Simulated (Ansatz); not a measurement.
A search over several starts for the lowest SCF solution of the cluster Al₂Ni⁻ at the given spin, in a small basis.

```yaml
crystal:
  periodic: [false, false, false]
  atoms:
    - {symbol: Ni, position_ang: [1.280302, -0.243161, 0.071941]}
    - {symbol: Al, position_ang: [-0.661365, 0.388654, 1.244203]}
    - {symbol: Al, position_ang: [-0.618937, -0.145495, -1.316154]}
basis:
  gaussian: {orbitals: def2-SVP, initial_orbitals: start.molden}
total_charge: -1
magnetization: {spin_polarized: true, initial_magnetization: 3}
hamiltonian: {xc: pbe0, dispersion: d4}
output: {orbitals: {seedname: orbitals}}
```

The file start.molden holds the orbitals of an earlier run on this structure, at another level or in another basis.

```sh
$ ansatz run in.yaml --threads 4 --pin off --events-out ev --progress --plain --max-ram 3916MiB
```

Shortened log:

```
Functional definition: PBE0
  name "PBE0"
  cite "Adamo & Barone, J. Chem. Phys. 110, 6158 (1999) doi:10.1063/1.478522"
  cite "Perdew, Burke & Ernzerhof, Phys. Rev. Lett. 77, 3865 (1996) doi:10.1103/PhysRevLett.77.3865"
  parent pbe
  parameter a = 0.25
  parameter kappa = 0.804
  parameter beta = 0.06672455060314922
  exchange = (1 - a)*pbe_x(kappa = kappa, mu = beta*pi^2/3) + a*exact_x
  correlation = pbe_c(beta = beta)
648 factors; integrals over basis functions are off by at most 1.1e-3 eV
mean field evaluation 1: about -54213.7626 eV, gradient 7.9e0 eV
mean field evaluation 2: about -54214.1884 eV, gradient 1.0e0 eV
mean field evaluation 4: about -54214.2780 eV, gradient 2.3e-1 eV
mean field evaluation 8: about -54214.2792 eV, gradient 1.2e-4 eV
mean field evaluation 16: about -54214.2792 eV, gradient 2.6e-6 eV
mean field evaluation 32: about -54214.0870 eV, gradient 4.8e0 eV
mean field -54214.27916360 eV, -1992.3380115040 hartree, gradient 2.6e-6 eV, S^2 3.767179; 5 other end points of the search recorded, 0 dependent functions left out
reference -54214.27918554 eV, -1992.3380123104 hartree; 29, 26 occupied and 38, 41 virtual orbitals, 648 factors
Total energy: -54214.37401814 eV, -1992.3414973442 hartree
```

Hardware: 4 threads of Arm Neoverse V2 on a shared host. Wall time 3.8 s.

The highest occupied level of the charge -1 quartet lies above zero (up to 0.30 eV). It is a level of α spin, whose loss leaves a triplet; that state wasn't run at this geometry and level. The electron is either unbound and held by the finite basis, or the level is raised by self-interaction error. The structure comes from a short search, and lower isomers may exist.
